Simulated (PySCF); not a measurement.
Input of a run (PBE0-D3(BJ)/def2-SVP geometry optimisation, gas phase (PySCF 2.14.0)), started from GFN2-xTB:
```
{"job": {"xc": "PBE0", "basis": "def2-SVP", "d3": "d3bj", "grid": 1, "kind": "geom"}, "charge": 0, "multiplicity": 1}
F      0.561833     1.985812     0.547823
C      0.641151     0.711385     0.089752
Si     2.446882     0.254343    -0.307165
Br     3.183587    -1.030024     1.331870
C     -0.509688     0.052711     0.019734
Si    -2.171342     0.820225     0.549264
C     -0.568247    -1.335748    -0.480611
F     -1.203991    -2.154722     0.370417
F      0.633059    -1.903015    -0.716858
F     -1.238487    -1.415343    -1.647548
H      2.594547    -0.454434    -1.561357
H      3.183472     1.502862    -0.199454
H     -2.064267     1.030495     1.990082
H     -2.276920     2.072904    -0.194304
H     -3.216005    -0.129462     0.186444
```

Output (energies in Eh, forces in Eh/bohr):
```
step   0  E = -3667.93568100  max force = 0.022622
step   1  E = -3667.93967535  max force = 0.008428
step   2  E = -3667.93983947  max force = 0.002642
step   3  E = -3667.94002045  max force = 0.002043
step   4  E = -3667.94004918  max force = 0.001187
step   5  E = -3667.94005996  max force = 0.000597
step   6  E = -3667.94007642  max force = 0.000914
step   7  E = -3667.94008360  max force = 0.000789
step   8  E = -3667.94008372  max force = 0.000294
optimisation converged
```

**Question.** Summarise the run.

**Answer.** The energy falls by 2.8 kcal/mol over 9 energy and gradient evaluations, the largest force component goes from 0.0226 to 2.9e-04 Eh/bohr, and the atoms move by 0.098 Å rms after alignment. The bond that changes most is Si3–H11 (SiH2 silicon to Si–H hydrogen), which lengthens by 0.034 Å. Bonds longer at the end by more than 0.005 Å: 8 of 14; shorter: 5. Among the angles that change most is H11–Si3–H12, from 115.7° to 111.4°. The energy never rose by more than 1e-6 Eh on the way. The first step brought 91 % of the lowering.

**Question.** What are the final bond lengths?

**Answer.** F1–C2 1.346 Å, C2–Si3 1.908 Å, Si3–Br4 2.217 Å, C2=C5 1.340 Å, C5–Si6 1.896 Å, C5–C7 1.494 Å, C7–F8 1.335 Å, C7–F9 1.343 Å, C7–F10 1.337 Å, Si3–H11 1.483 Å, Si3–H12 1.486 Å, Si6–H13 1.490 Å, Si6–H14 1.490 Å, Si6–H15 1.488 Å. Numbering counts from 1 in the input's order; the species is `F/C([SiH2]Br)=C(\[SiH3])C(F)(F)F`.

The run used 191 basis functions and 59 SCF cycles in all. Cost: about 5 min of CPU time on one thread; the machine was shared, so the figure is rough.

Whether it is a minimum is left open (no frequencies). The numbers are those of one conformer.

Conformer computed: `[F:1]/[C:2]([SiH2:3][Br:4])=[C:5](\[SiH3:6])[C:7]([F:8])([F:9])[F:10]`: F1–C2–Si3–Br4 107°, C2–C5–C7–F8 122°.
